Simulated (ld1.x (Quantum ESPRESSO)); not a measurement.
## Reading a pseudo-wave (W)

Columns: radius, all-electron u(r) and pseudo u(r) of the 6p shell (level -1.36 eV) of tungsten in the configuration [Xe] 4f14 5d4 6s2 6p0; PBE, scalar-relativistic, TM semilocal scheme, ld1.x (Quantum ESPRESSO) 7.5.

```json
{"r (bohr)": "0.180", "all-electron": "-0.0610", "pseudo": "0.0018"}
{"r (bohr)": "0.360", "all-electron": "0.1153", "pseudo": "0.0072"}
{"r (bohr)": "0.540", "all-electron": "0.0179", "pseudo": "0.0163"}
{"r (bohr)": "0.720", "all-electron": "-0.1270", "pseudo": "0.0293"}
{"r (bohr)": "0.900", "all-electron": "-0.1940", "pseudo": "0.0465"}
{"r (bohr)": "1.080", "all-electron": "-0.1844", "pseudo": "0.0681"}
{"r (bohr)": "1.260", "all-electron": "-0.1269", "pseudo": "0.0943"}
{"r (bohr)": "1.440", "all-electron": "-0.0467", "pseudo": "0.1254"}
{"r (bohr)": "1.620", "all-electron": "0.0398", "pseudo": "0.1611"}
{"r (bohr)": "1.800", "all-electron": "0.1232", "pseudo": "0.2008"}
{"r (bohr)": "1.980", "all-electron": "0.1990", "pseudo": "0.2434"}
{"r (bohr)": "2.160", "all-electron": "0.2652", "pseudo": "0.2873"}
{"r (bohr)": "2.340", "all-electron": "0.3214", "pseudo": "0.3304"}
{"r (bohr)": "2.520", "all-electron": "0.3680", "pseudo": "0.3706"}
{"r (bohr)": "2.700", "all-electron": "0.4057", "pseudo": "0.4058"}
{"r (bohr)": "2.880", "all-electron": "0.4352", "pseudo": "0.4348"}
{"r (bohr)": "3.060", "all-electron": "0.4573", "pseudo": "0.4571"}
{"r (bohr)": "3.240", "all-electron": "0.4729", "pseudo": "0.4729"}
{"r (bohr)": "3.420", "all-electron": "0.4830", "pseudo": "0.4830"}
{"r (bohr)": "3.600", "all-electron": "0.4882", "pseudo": "0.4882"}
{"r (bohr)": "3.780", "all-electron": "0.4894", "pseudo": "0.4894"}
{"r (bohr)": "3.960", "all-electron": "0.4871", "pseudo": "0.4871"}
{"r (bohr)": "4.140", "all-electron": "0.4821", "pseudo": "0.4821"}
{"r (bohr)": "4.320", "all-electron": "0.4748", "pseudo": "0.4748"}
{"r (bohr)": "4.500", "all-electron": "0.4657", "pseudo": "0.4657"}
{"r (bohr)": "4.680", "all-electron": "0.4551", "pseudo": "0.4551"}
```

Task: How many radial nodes do the two functions have?

Result: The all-electron 6p function has n − l − 1 = 4 (the table is too coarse to show those close to the nucleus); the pseudo-wave has 0, since the states of the same l below it are removed with the core.

Task: Where does each function peak?

Result: Outermost all-electron maximum near 3.78 bohr, pseudo maximum near 3.78 bohr (to the table’s step).

Task: Is the pseudo-wave norm-conserving?

Result: Yes: the TM semilocal scheme keeps the norm inside the radius equal to the all-electron one, which fixes the energy derivative of the logarithmic derivative at the level.
